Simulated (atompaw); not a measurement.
Building the PAW (atompaw) potential for copper (Cu) (PBEsol, scalar-relativistic).

```
Element                 : copper (Cu)
Generator               : atompaw 4.2.0.5
Type                    : PAW
Functional              : PBEsol
Relativity              : scalar-relativistic
Frozen core             : [Ne]
Valence charge          : 19
Reference configuration : 3s2 3p6 3d10 4s1 4p0
Partial waves           : 3s (bound): rc 1.10 bohr; 4s (bound): rc 1.30 bohr; 3p (bound): rc 0.90 bohr; 4p (bound, empty): rc 1.10 bohr; 3d (bound): rc 1.30 bohr; 3d channel at 1.4 Ry: rc 1.30 bohr
Local potential         : troulliermartins scheme with l = 3 at 0.5 Ry, radius 1.00 bohr
Core correction         : smooth core density matched at 0.95 bohr
Augmentation charge     : gaussian compensation charge, radius 1.00 bohr; PAW radius 1.30 bohr; waves and projectors: custom rrkj gramschmidtortho
```

* Cutoffs needed: 100 Ry and 200 Ry (the cutoffs (Ry, on a coarse ladder) from which the occupation-weighted sum of valence levels, in a spherical-Bessel basis at the reference potential, stays within 10 and 1 mRy of its value at 400 Ry)
* Ghost test: no extra level below or beside the all-electron valence levels (s, p, d, f tested) (spherical-Bessel basis up to 400 Ry, 20 bohr box)
* Lowest eigenvalue of the overlap operator: 0.03 (s channel)
* Overlap eigenvalues printed by atompaw (projector basis): 0.0473, 0.0531, 0.868, 2.39, 20.8, 57.3
* Share of each valence orbital outside the PAW sphere: 3s 3 %, 4s 96 %, 3p 6 %, 4p 99 %, 3d 25 %
